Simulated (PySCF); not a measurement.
An equivalent PySCF input for S²⁺ (sulfur, charge +2), [Ne] 3s2 3p2, high-spin 3P determinant, with the non-relativistic Hamiltonian (point nucleus):

```python
from pyscf import gto, scf, dft, mp, cc
import basis_set_exchange as bse
mol = gto.M(atom="S 0 0 0", charge=2, spin=2, symmetry="D2h",
            basis=gto.basis.parse(bse.get_basis("aug-cc-pV(5+d)Z", elements=["S"], fmt="nwchem")))
mf = dft.UKS(mol, xc="MN15")
mf.irrep_nelec = {'Ag': (3, 3), 'B1u': (2, 1), 'B2u': (2, 1), 'B3u': (1, 1)}
mf.kernel()
```

It reaches the same state as the run whose output follows, with an energy that differs only through the grid. The run itself started from symmetry-adapted Hartree-Fock orbitals and held the occupation by maximum overlap, on a logarithmic radial grid, so the iterations belong to that start.

```
SCF conv_tol = 1e-09
number electrons alpha = 8  beta = 6
XC functionals = MN15
    H. S. Yu, X. He, S. L. Li, and D. G. Truhlar.,  Chem. Sci. 7, 5032-5051 (2016)
    H. S. Yu, X. He, S. L. Li, and D. G. Truhlar.,  Chem. Sci. 7, 5032-5051 (2016)
cycle= 1 E= -396.791179674325  delta_E= -0.0478  |g|= 0.057  |ddm|= 39.5
cycle= 2 E= -396.791429794501  delta_E= -0.00025  |g|= 0.0146  |ddm|= 4.25
cycle= 3 E= -396.791452951089  delta_E= -2.32e-05  |g|= 0.0027  |ddm|= 0.678
cycle= 4 E= -396.791455988549  delta_E= -3.04e-06  |g|= 0.000582  |ddm|= 0.0662
cycle= 5 E= -396.791456209204  delta_E= -2.21e-07  |g|= 2.23e-05  |ddm|= 0.0097
cycle= 6 E= -396.791456209326  delta_E= -1.22e-10  |g|= 2.14e-06  |ddm|= 0.000189
converged SCF energy = -396.791456209326  <S^2> = 2.0030575  2S+1 = 3.0020376
```
